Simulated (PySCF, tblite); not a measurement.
Isomers of C4H4N3 (doublet state), one GFN2-xTB conformer each. Single-point energies are computed at B3LYP/pcH-1 (PySCF, gas phase, no added dispersion term), electronic only. GFN2-xTB treats the open shell by occupation alone, and not every SCF solution was tested for stability.

Question: Rank them by B3LYP/pcH-1 energy, lowest first (kcal/mol).
A. `[H]/[C:1]=[N:2]/[C:3](=[N:4]/[H])[CH2:5][C:6]#[N:7]` (doublet state) with C1–N2–C3–N4 -98°, N2–C3–C5–C6 57°
B. `[H]/[N:4]=[C:3](/[N:2]=[CH2:1])[CH:5][C:6]#[N:7]` (doublet state) with C1–N2–C3–N4 -58°, N2–C3–C5–C6 -11°
C. `[H]/[N:1]=[C:2]/[c:3]1[n:4][cH:5][cH:6][nH:7]1` (doublet state) with N1–C2–C3–N4 96°

Answer: C (0.0), B (6.8), A (21.6).

GFN2-xTB itself gives, in the same order: 0.0, 38.5, 44.8. Both levels put the same isomer lowest; measured from each level's own lowest isomer, the values differ by up to 31.7 kcal/mol ([H]/N=C(\[CH]C#N)N=C: 38.5 against 6.8).

Question: What happens when harmonic zero-point energies from GFN2-xTB frequencies are added?

Answer: 
```
                 SMILES  ZPE (kcal/mol)  electronic (kcal/mol)  with ZPE (kcal/mol)
   [H]/N=[C]/c1ncc[nH]1            47.8                    0.0                  0.0
   [H]/N=C(\[CH]C#N)N=C            45.7                    6.8                  4.7
[H]/[C]=N/C(CC#N)=N/[H]            46.0                   21.6                 19.8
```

The zero-point energies span 2.1 kcal/mol. The order is unchanged.
